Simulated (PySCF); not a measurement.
A geometry optimisation on `C[C@H]1Cc2ccccc2[Se]1`.

Method: PBE0-D3(BJ)/def2-SVP geometry optimisation, gas phase (PySCF 2.14.0). Start geometry: GFN2-xTB. A driver script takes a list of jobs; this job's settings line and coordinates (Å) are shown.

Command:
```bash
OMP_NUM_THREADS=1 python probes_run.py task.json out
```

Input:
```
{"job": {"xc": "PBE0", "basis": "def2-SVP", "d3": "d3bj", "grid": 1, "shake": 0.01, "kind": "geom"}, "charge": 0, "multiplicity": 1}
C     -3.174480     0.478980     0.500720
C     -1.822920    -0.128320     0.552920
C     -1.059930    -0.035860    -0.763590
C      0.462190    -0.131340    -0.467090
C      1.392400    -0.548060    -1.373470
C      2.728690    -0.535810    -0.996460
C      3.117620    -0.126400     0.271780
C      2.167070     0.290210     1.181450
C      0.818360     0.275000     0.832200
Se    -0.649260     0.751460     1.940220
H     -3.133510     1.558760     0.254050
H     -3.693880     0.411560     1.463330
H     -3.826220     0.017190    -0.271690
H     -1.907900    -1.165900     0.884420
H     -1.239120     0.924620    -1.228070
H     -1.367540    -0.799660    -1.437420
H      1.105960    -0.846780    -2.356280
H      3.473200    -0.858430    -1.694340
H      4.148640    -0.129660     0.554460
H      2.409630     0.613820     2.182940
```

Output:
```
step   0  E = -2749.31606069  max force = 0.052967
step   1  E = -2749.32305051  max force = 0.006782
step   2  E = -2749.32364862  max force = 0.002473
step   3  E = -2749.32366524  max force = 0.003983
step   4  E = -2749.32377618  max force = 0.001402
step   5  E = -2749.32381603  max force = 0.000792
step   6  E = -2749.32384143  max force = 0.000552
step   7  E = -2749.32386026  max force = 0.001451
step   8  E = -2749.32387663  max force = 0.000291
step   9  E = -2749.32387733  max force = 0.000119
optimisation converged
```

Energies in Eh; «max force» is the largest Cartesian gradient component in Eh/bohr.

**Question.** Give the first gradient maximum in eV/Å.

**Answer.** With 1 Eh/bohr = 51.422 eV/Å, 2.724 eV/Å.

Summary of the converged run: final energy -2749.32388 Eh after 9 steps; dipole 1.58 D.

**Question.** How long does this job take on one thread, Intel Xeon Platinum 8488C (x86_64), shared host with 192 logical CPUs at a one-minute load of 144? And the peak memory of the process?

**Answer.** About 6.3 min, with 0.93 GiB resident at the peak, the Python interpreter and its libraries included.
Labels such as C1 count atoms from 1, the log's own numbers from 0.
